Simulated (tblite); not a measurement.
Compound: C6H10NO (doublet state).
SMILES with atom numbers: `[CH3:1][C@@H:2]1[CH:3][C@H:4]([C:5]([NH2:6])=[O:7])[CH2:8]1` (hydrogens: H9, H10, H11 on C1; H12 on C2; H13 on C3; H14 on C4; H15, H16 on N6; H17, H18 on C8)
Bond orders are those of one Lewis drawing.

Computed with GFN2-xTB (tblite), gas phase: L-BFGS steps from a force-field or distance-geometry start until the largest atomic force falls under 0.01 eV/Å.

Geometry at step 55:
```
atom  x, y, z in Å
C1     -2.5130    0.0850    0.0484
C2     -1.3414   -0.6210   -0.6241
C3     -0.2817   -1.1571    0.2809
C4      0.8319   -0.4749   -0.4406
C5      1.7972    0.4001    0.3501
N6      2.9764    0.6389   -0.2853
O7      1.5558    0.8413    1.4480
C8     -0.2507    0.2613   -1.2739
H9     -2.1566    0.9186    0.6539
H10    -3.2251    0.4611   -0.6921
H11    -3.0155   -0.6240    0.7051
H12    -1.7475   -1.3652   -1.3234
H13    -0.3593   -1.3484    1.3343
H14     1.4312   -1.1512   -1.0556
H15     3.6469    1.2284    0.1779
H16     3.1305    0.4127   -1.2511
H17    -0.1483    0.1981   -2.3602
H18    -0.3395    1.3027   -0.9687
```

Task: What forces act on the atoms?

Result: 
```json
{"atom": "C1", "Fx (eV/Å)": "-0.048", "Fy (eV/Å)": "0.052", "Fz (eV/Å)": "0.032"}
{"atom": "C2", "Fx (eV/Å)": "0.003", "Fy (eV/Å)": "0.069", "Fz (eV/Å)": "-0.027"}
{"atom": "C3", "Fx (eV/Å)": "-0.002", "Fy (eV/Å)": "0.071", "Fz (eV/Å)": "0.024"}
{"atom": "C4", "Fx (eV/Å)": "0.013", "Fy (eV/Å)": "-0.027", "Fz (eV/Å)": "-0.146"}
{"atom": "C5", "Fx (eV/Å)": "-0.120", "Fy (eV/Å)": "-0.035", "Fz (eV/Å)": "-0.044"}
{"atom": "N6", "Fx (eV/Å)": "-0.154", "Fy (eV/Å)": "-0.028", "Fz (eV/Å)": "0.079"}
{"atom": "O7", "Fx (eV/Å)": "0.060", "Fy (eV/Å)": "0.045", "Fz (eV/Å)": "0.075"}
{"atom": "C8", "Fx (eV/Å)": "0.036", "Fy (eV/Å)": "0.046", "Fz (eV/Å)": "-0.078"}
{"atom": "H9", "Fx (eV/Å)": "-0.024", "Fy (eV/Å)": "-0.073", "Fz (eV/Å)": "-0.051"}
{"atom": "H10", "Fx (eV/Å)": "0.138", "Fy (eV/Å)": "-0.075", "Fz (eV/Å)": "0.143"}
{"atom": "H11", "Fx (eV/Å)": "-0.079", "Fy (eV/Å)": "0.083", "Fz (eV/Å)": "-0.051"}
{"atom": "H12", "Fx (eV/Å)": "0.097", "Fy (eV/Å)": "0.009", "Fz (eV/Å)": "0.042"}
{"atom": "H13", "Fx (eV/Å)": "0.052", "Fy (eV/Å)": "-0.036", "Fz (eV/Å)": "-0.031"}
{"atom": "H14", "Fx (eV/Å)": "0.049", "Fy (eV/Å)": "-0.103", "Fz (eV/Å)": "-0.061"}
{"atom": "H15", "Fx (eV/Å)": "0.030", "Fy (eV/Å)": "0.074", "Fz (eV/Å)": "-0.004"}
{"atom": "H16", "Fx (eV/Å)": "-0.022", "Fy (eV/Å)": "-0.061", "Fz (eV/Å)": "0.017"}
{"atom": "H17", "Fx (eV/Å)": "0.001", "Fy (eV/Å)": "0.008", "Fz (eV/Å)": "0.144"}
{"atom": "H18", "Fx (eV/Å)": "-0.028", "Fy (eV/Å)": "-0.018", "Fz (eV/Å)": "-0.061"}
```

The largest, 0.21 eV/Å, acts on H10; the rms over all components is 0.068 eV/Å. The forces sum to zero within rounding, as they must for an isolated molecule in no field.

Task: Give the force on H10 in Eh/bohr and in nN.

Result: 0.212 eV/Å ÷ 51.422 = 0.00413 Eh/bohr, and 0.212 eV/Å × 1.602 = 0.34 nN.

Task: How far is this geometry from the end of the optimisation?

Result: 0.153 eV above it, and 0.862 Å rms away after alignment. The bonds farthest from their final lengths, with half the difference of the two atoms' forces along the bond (positive lengthens):

```json
{"bond": "C4–C8", "now (Å)": "1.552", "final (Å)": "1.539", "force along bond (eV/Å)": "-0.01"}
{"bond": "C5–N6", "now (Å)": "1.361", "final (Å)": "1.354", "force along bond (eV/Å)": "-0.04"}
{"bond": "C1–H10", "now (Å)": "1.094", "final (Å)": "1.088", "force along bond (eV/Å)": "-0.12"}
{"bond": "C8–H17", "now (Å)": "1.093", "final (Å)": "1.087", "force along bond (eV/Å)": "-0.11"}
{"bond": "C3–C4", "now (Å)": "1.492", "final (Å)": "1.486", "force along bond (eV/Å)": "+0.02"}
{"bond": "C2–C3", "now (Å)": "1.493", "final (Å)": "1.487", "force along bond (eV/Å)": "+0.01"}
```

The angle farthest from its final value is C3–C4–C5, 119.0° against 109.8°.

What follows is the cost of the whole relaxation. Hardware: one thread, Arm Neoverse V2 (aarch64), no GPU, shared host. Cost: 1.1 s of wall time.
